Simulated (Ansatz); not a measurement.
Geometry optimisation, Ansatz, RKS PBE/6-31G.

Input:

```yaml
crystal:
  periodic: [false, false, false]
  atoms:
    - { symbol: C, position_ang: [-0.7428, 0.4905, 1.0534] }
    - { symbol: C, position_ang: [0.3824, -0.2138, 0.4171] }
    - { symbol: S, position_ang: [1.7993, 0.8925, 0.2974] }
    - { symbol: B, position_ang: [0.0891, -0.7416, -1.0415] }
    - { symbol: O, position_ang: [-0.344, 0.1703, -2.1235] }
    - { symbol: H, position_ang: [-0.5208, 0.8914, 2.0624] }
    - { symbol: H, position_ang: [-1.037, 1.427, 0.4367] }
    - { symbol: H, position_ang: [-1.6363, -0.1169, 1.116] }
    - { symbol: H, position_ang: [0.6488, -1.06, 1.1061] }
    - { symbol: H, position_ang: [2.7087, -0.1519, -0.0252] }
    - { symbol: H, position_ang: [0.0412, -1.9119, -1.2384] }
    - { symbol: H, position_ang: [0.89314, -0.10395, -1.60348] }
basis:
  gaussian: { orbitals: "6-31G" }
hamiltonian:
  xc: pbe
relax:
  f_tol: 0.02
  max_steps: 50
output:
  orbitals: {}
```

Run as:

```bash
$ ansatz run input.yaml --threads 1 --pin off --max-ram 2048MiB --backend cpu --events-out ev --progress --plain --runs-dir out
```

Q: Where does it end, and by what steps?

A: It converged. Limits of this set-up: no polarisation functions. After 15 steps the energy has fallen by 4.093 eV; H11 moved furthest, 0.91 Å. Parted: B4–H12 (1.17 → 1.99 Å). Joined: O5–H12 (1.37 → 1.00 Å).

| step | energy less start (eV) | largest force component (eV/Å) | accepted |
| --- | --- | --- | --- |
| 0 | 0.0000 | 4.775 | yes |
| 1 | -1.2024 | 2.600 | yes |
| 2 | -2.2496 | 2.294 | yes |
| 3 | -2.8197 | 1.655 | yes |
| 4 | -3.4005 | 1.623 | yes |
| 5 | -3.7440 | 1.471 | yes |
| 6 | -3.8268 | 1.650 | yes |
| 7 | -3.9871 | 0.555 | yes |
| 8 | -4.0398 | 0.603 | yes |
| 9 | -4.0688 | 0.491 | yes |
| 10 | -4.0748 | 0.314 | yes |
| 11 | -4.0876 | 0.185 | yes |
| 12 | -4.0913 | 0.090 | yes |
| 13 | -4.0922 | 0.055 | yes |
| 14 | -4.0928 | 0.026 | yes |
| 15 | -4.0930 | 0.018 | yes |

```xyz
12
Properties=species:S:1:pos:R:3
C -0.796 0.440 1.116
C 0.379 -0.263 0.405
S 1.813 1.040 0.200
B -0.056 -0.855 -1.005
O 0.405 -0.344 -2.194
H -0.499 0.812 2.111
H -1.173 1.293 0.527
H -1.628 -0.274 1.243
H 0.781 -1.051 1.067
H 2.856 0.122 0.130
H -0.845 -1.763 -1.078
H 1.046 0.414 -2.065
```

Whether the end is a true minimum wasn't checked by a vibrational analysis.

Run time: 91 s on 1 thread of AMD EPYC (Zen 3), with other jobs on the host, peak memory 0.17 GiB.
